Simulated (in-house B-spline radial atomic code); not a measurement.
A run on an ion of nuclear charge 15 with 15.8 electrons that did not converge. Method: non-relativistic LDA VWN5, spin-polarised, spherical fractional occupations, point nucleus; computed with an all-electron radial atomic-structure program (B-spline basis).

Command:
```bash
python run_scf.py task.json out
```
Settings:
```
Z                15
configuration    [Ne] 3s2 3p3.8
hamiltonian      nr
method           lda,vwn
spin_polarised   True
```

First and last ten iterations of the last attempt (damped for 15 steps, keeping 80 % of the old Fock matrix, then DIIS):
```
 iter        energy (Eh)    residual
    1        -338.835108    1.89e-01
    2        -339.211257    1.16e-01
    3        -339.624126    7.49e-02
    4        -339.845998    4.89e-02
    5        -339.959093    3.10e-02
    6        -340.012987    1.83e-02
    7        -340.036705    1.03e-02
    8        -340.046295    6.13e-03
    9        -340.049881    3.72e-03
   10        -340.051149    2.35e-03
  111        -336.168887    1.33e-01
  112        -336.398208    1.25e-01
  113        -336.341433    1.27e-01
  114        -340.019411    1.82e-02
  115        -340.032081    1.36e-02
  116        -340.049263    4.56e-03
  117        -340.051612    1.39e-03
  118        -339.982489    1.56e-02
  119        -340.051903    2.42e-04
  120        -339.982920    1.53e-02
 not converged after 120 iterations
```

The smallest residual met was 1.0e-04; the threshold is about 1e-07. No energy from this run should be used. The likely cause: this method binds the added charge weakly or not at all at the basis-set limit, so charge moves back and forth between the atom and the box. Time taken, with all properties: 0.68 s on 1 thread of Arm Neoverse V2, on a shared host.
